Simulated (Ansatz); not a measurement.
The same atomization along the group O, S, Se, Te.

Gas-phase electronic energies from Ansatz, PBE0-D4/def2-TZVP geometries. CCSD(T)/CBS adds triple-zeta CCSD(T) − MP2 to the extrapolated MP2 energy (def2 sets, frozen cores). This one scheme is used for every species, atoms too. Functionals use def2-TZVPP. Open shells (•) are unrestricted, without spin–orbit coupling. Spin–orbit coupling would lower the free atoms: a little for C, O, S; clearly for Se; strongly for Te. Elements past krypton have def2 core potentials. Bonds to Se, Te are less sure, by a few kJ/mol each and by 10 to 20 or more in all where they break to atoms, as the def2 sets lack core-valence functions. Scalar relativity is left out up to krypton. Each species was taken in one conformer, which may not be the lowest.

```tsv
reaction	CCSD(T)/CBS(def2) (eV)
`CCOC` → 3 C• + 8 H• + O•	47.52
`CCSC` → 3 C• + 8 H• + S•	?
`CC[Se]C` → 3 C• + 8 H• + Se•	45.45
`CC[Te]C` → 3 C• + 8 H• + Te•	44.82
```

Question: Fill in the missing values. (An estimate is asked.)

Answer: The calculation gave: `CCSC` → 3 C• + 8 H• + S•: +46.12 eV.

Largest T1 diagnostic: 0.010, for S•.

For atomizations the MP2-based limit and the directly extrapolated one differ by several kJ/mol either way, and by 10 to 25 for some Ge, Se and Sn compounds, so smaller differences from it don't rank the levels.
